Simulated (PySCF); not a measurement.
Compound: C7H11Cl.
Z-matrix (Å and degrees, GFN2-xTB geometry), rows numbered from 1:
```
Cl
C   1  1.7855
C   2  1.5180  1  110.77
C   3  1.5403  2  113.52  1   -64.14
C   4  1.5168  3  105.01  2  -149.95
C   5  1.4983  4  116.56  3    81.67
C   6  1.4986  5   60.16  4   -96.69
C   7  1.5175  5  108.36  6  -110.65
H   2  1.0909  1  106.71  3  -121.47
H   2  1.0904  1  106.62  3   121.29
H   3  1.0941  2  108.64  1    56.61
H   4  1.0887  3  111.15  2    89.08
H   4  1.0923  3  110.23  2   -30.47
H   5  1.0797  4  117.91  3  -126.63
H   6  1.0800  5  118.23  7  -108.01
H   6  1.0800  5  118.28  7   108.06
H   7  1.0797  5  121.87  6   107.64
H   8  1.0891  3  111.18  2   -88.22
H   8  1.0927  3  110.30  2    31.48
```

Computed at PBE0/pcSseg-1 (PySCF, non-relativistic), with Q(35Cl) = −0.0817 b: Cl1, 35Cl (I = 3/2): χzz = -74.32 MHz, η = 0.013.

(1) Find the zero-field quadrupole resonance frequencies of 35Cl at Cl1.

(2) Apply the simplest Townes–Dailey estimate (no s hybridisation, no π bonding), ionic character = 1 − χzz/χ0, where χ0 is the coupling for one missing p electron along the bond: −109.74 MHz for 35Cl.

Results:

(1) From ν = (|χ|/2)√(1 + η²/3): ν = 37.16 MHz (alkyl chlorine). For 37Cl the ratio of quadrupole moments, 0.7881, gives 29.29 MHz.

(2) Cl1 on C2: 1 − (-74.32)/(-109.74) = 0.32. In this model a purely covalent bond gives χ0 and a free halide ion gives zero; s hybridisation or π bonding, where present, is counted here as ionic character.

In a crystal, neighbours and librations shift these lines. The structure is a single GFN2-xTB conformer in the gas phase; no vibrational or solvent corrections. GFN2-xTB bond lengths can be off by several hundredths of an ångström, more for odd bonds, and the gradients follow them. With a basis this small, the couplings can be 20 % off.
